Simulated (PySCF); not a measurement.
Molecular orbitals of KBr

PBE0 at R = 2.849 Å; basis K x2c-TZVPall, Br x2c-TZVPall; spin-free X2C with a Gaussian nucleus; PySCF 2.14. State: ¹Σ⁺ (singlet), closed shell. Only the outer orbitals are listed, counted within each symmetry.

```
orbital  occ.  ε (eV)  on K (%)  main shells (%)
    10σ     2  -39.07       100          100 K s
     5π     2  -21.22       100          100 K p
     5π     2  -21.22       100          100 K p
    11σ     2  -21.19        96           96 K p
    12σ     2  -18.43         5          95 Br s
    13σ     2   -6.00         6          94 Br p
     6π     2   -5.71         4          96 Br p
     6π     2   -5.71         4          96 Br p
    14σ     0   -1.41        99   82 K s, 16 K p
     7π     0    0.38       100   89 K p, 11 K d
     7π     0    0.38       100   89 K p, 11 K d
```

Problem. Which are the highest filled and the lowest empty level, where do they sit, and how wide is the gap?

Solution. Highest filled 6π at -5.71 eV (in %: 96 Br p); lowest empty 14σ at -1.41 eV (in %: 82 K s, 16 K p); the gap at PBE0 is 4.30 eV.

The bond order (Mayer) is 0.56 and the ⟨S²⟩ is 0.000. The charge on K (Mulliken, basis-dependent) is 0.71 and the charge on K (Löwdin, basis-dependent) is 0.39. The dipole moment (positive dipole means K(−)Br(+)) is -10.50 D and the polarisability along the bond is 52.0 bohr³. The polarisability across the bond is 35.9 bohr³.
